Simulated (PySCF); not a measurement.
Static response to an electric field

C6H12P (charge +1).
Structure used (GFN2-xTB), in Å, numbered top down from 1:
```
atom  x, y, z in Å
C1    -2.5856   -0.8714    0.0641
C2    -1.2379   -0.2799   -0.0808
C3    -0.2045   -0.8784   -0.6991
P4     1.2434    0.1414   -0.6529
C5     2.7565   -0.6349   -0.0473
C6     0.5281    1.3881    0.4652
C7    -0.9849    1.0915    0.4780
H8    -2.8104   -1.0280    1.1191
H9    -3.3417   -0.1895   -0.3231
H10   -2.6634   -1.8213   -0.4559
H11   -0.2361   -1.8456   -1.1704
H12    1.5376    0.6894   -1.8896
H13    2.5663   -1.0829    0.9292
H14    3.5482    0.1103    0.0386
H15    3.0727   -1.4135   -0.7430
H16    0.7542    2.4080    0.1535
H17    0.9639    1.2367    1.4570
H18   -1.3908    1.1744    1.4871
H19   -1.5254    1.8150   -0.1371
```

Level: CAM-B3LYP/def2-SVPD (PySCF), static field, nuclei fixed, core orbitals frozen in the response. The polarisability tensor in these axes (au):

```
x   108.01  -1.84  -7.76
y    -1.84  78.01   5.22
z    -7.76   5.22  70.43
```

**Question.** Give the principal values, the mean and the anisotropy Δα = √{½[(α1 − α2)² + (α2 − α3)² + (α1 − α3)²]}.

**Answer.** Principal values 66.83, 79.81 and 109.81 au; mean 85.48 au = 12.67 Å³ = 14.09 × 10⁻⁴⁰ C²·m²/J; Δα = 38.18 au (45 % of the mean).

**Question.** Rayleigh depolarisation ratio (linearly polarised light, static tensor)?

**Answer.** ρ = 3Δα²/(45ᾱ² + 4Δα²) = 4373.0/(328838 + 5830.7) = 0.0131.

**Question.** Give the principal axes and the span of the nuclei along them.

**Answer.** Largest value along (0.97, -0.09, -0.20), where the nuclei span 6.62 Å; middle along (0.16, 0.91, 0.37), 4.65 Å; least along (0.15, -0.40, 0.90), 3.41 Å. The response follows the extents in order.

**Question.** What are the principal values of the traceless quadrupole moment, Θ = ½Σq(3rr − r²1), about the centre of nuclear charge?

**Answer.** -11.18, -4.14, 15.32 D·Å. The values depend on the origin, since the species is charged. The electronic extent ⟨r²⟩ about the same centre is 1034 bohr², a root-mean-square distance of 2.16 Å for the 62 electrons.

Isolated species at its GFN2-xTB geometry (one conformer only).

The run behind these numbers computed excited states as well. Rough CPU time on one thread of a shared machine: about 2.3 min.
